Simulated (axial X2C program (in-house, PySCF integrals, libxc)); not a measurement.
A run on BaZr without results

A two-component calculation with an axial X2C code built on PySCF integrals.

Input and command:
```json
{"zs": [56, 40], "q": 0, "bas": ["dyall-cv3z", "dyall-cv3z"], "r0": 3.5, "levels": ["PBE0", "HF", "r2SCAN", "PBE", "TPSSh"], "nst": 2}
```
```bash
python soeom.py task.json out
```

Keys: zs atomic numbers; q charge; bas basis sets; r0 starting distance in Å; levels methods; nst determinants followed.

Outcome:

The PBE0 distance search ended without bracketing a minimum (an unconverged step or the end of its range); this says nothing on whether the molecule is bound.
